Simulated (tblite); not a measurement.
Parent: `[CH2:1]=[CH:2][SiH2:3][C:4](=[CH2:5])[O:6][SiH3:7]` with C1–C2–Si3–C4 118°, C2–Si3–C4–C5 -1°, Si3–C4–O6–Si7 179°, C4H10OSi2.

The geometries are computed with GFN2-xTB (gas phase). One conformer each, not checked by frequencies here.

```
coordinate of the parent    value
                   C1=C2  1.324 Å
                  C2–Si3  1.883 Å
                  Si3–C4  1.896 Å
                   C4=C5  1.326 Å
                   C4–O6  1.359 Å
                  O6–Si7  1.624 Å
               C1–C2–Si3   125.1°
               C2–Si3–C4   109.4°
               Si3–C4–C5   126.7°
               Si3–C4–O6   110.2°
                C5–C4–O6   123.2°
               C4–O6–Si7   133.8°
```

Question: How does the shared frame change in `[CH2:1]=[CH:2][Si@@H:3]([C:4](=[CH2:5])[O:6][SiH3:7])[C:8]([NH2:9])=[O:10]` with C1–C2–Si3–C4 13°, C2–Si3–C4–C5 -107°, Si3–C4–O6–Si7 -166°, C2–Si3–C8–N9 -85°, Si3–C8–N9–H 179° and -4°, C5H11NO2Si2? Atoms pair as C1 = C1, C2 = C2, Si3 = Si3, C4 = C4, C5 = C5, O6 = O6, Si7 = Si7 (parent first).

Answer: 
| parent | relative | value in the relative | change |
| --- | --- | --- | --- |
| C1=C2 | C1=C2 | 1.326 Å | +0.002 |
| C2–Si3 | C2–Si3 | 1.888 Å | +0.005 |
| Si3–C4 | Si3–C4 | 1.902 Å | +0.006 |
| C4=C5 | C4=C5 | 1.324 Å | -0.002 |
| C4–O6 | C4–O6 | 1.367 Å | +0.008 |
| O6–Si7 | O6–Si7 | 1.629 Å | +0.005 |
| C1–C2–Si3 | C1–C2–Si3 | 124.4° | -0.7 |
| C2–Si3–C4 | C2–Si3–C4 | 107.0° | -2.4 |
| Si3–C4–C5 | Si3–C4–C5 | 125.8° | -0.9 |
| Si3–C4–O6 | Si3–C4–O6 | 111.5° | +1.3 |
| C5–C4–O6 | C5–C4–O6 | 122.7° | -0.5 |
| C4–O6–Si7 | C4–O6–Si7 | 133.1° | -0.7 |

Of the parent's bonds, C4–O6 changes most (+0.008 Å). Bonds of the relative outside the shared frame: Si3–C8 1.929, C8–N9 1.348, C8=O10 1.217 Å. Point group C1 → C1.

Question: How does the shared frame change in `[CH2:1]=[CH:2][Si@H:3]([CH:4]=[O:5])[C:6](=[CH2:7])[O:8][SiH3:9]` with C1–C2–Si3–C4 -127°, C2–Si3–C4–O5 123°, C2–Si3–C6–C7 -112°, Si3–C6–O8–Si9 179°, C5H10O2Si2? Atoms pair as C1 = C1, C2 = C2, Si3 = Si3, C4 = C6, C5 = C7, O6 = O8, Si7 = Si9 (parent first).

Answer: 
| parent | relative | value in the relative | change |
| --- | --- | --- | --- |
| C1=C2 | C1=C2 | 1.325 Å | +0.001 |
| C2–Si3 | C2–Si3 | 1.886 Å | +0.003 |
| Si3–C4 | Si3–C6 | 1.900 Å | +0.004 |
| C4=C5 | C6=C7 | 1.326 Å | 0.000 |
| C4–O6 | C6–O8 | 1.359 Å | 0.000 |
| O6–Si7 | O8–Si9 | 1.628 Å | +0.004 |
| C1–C2–Si3 | C1–C2–Si3 | 125.1° | 0.0 |
| C2–Si3–C4 | C2–Si3–C6 | 108.4° | -1.0 |
| Si3–C4–C5 | Si3–C6–C7 | 126.5° | -0.2 |
| Si3–C4–O6 | Si3–C6–O8 | 109.8° | -0.4 |
| C5–C4–O6 | C7–C6–O8 | 123.7° | +0.5 |
| C4–O6–Si7 | C6–O8–Si9 | 133.3° | -0.5 |

Of the parent's bonds, C2–Si3, Si3–C4 and O6–Si7 change most and about equally (+0.003 to +0.004 Å). Bonds of the relative outside the shared frame: Si3–C4 1.925, C4=O5 1.204 Å. Point group C1 → C1.
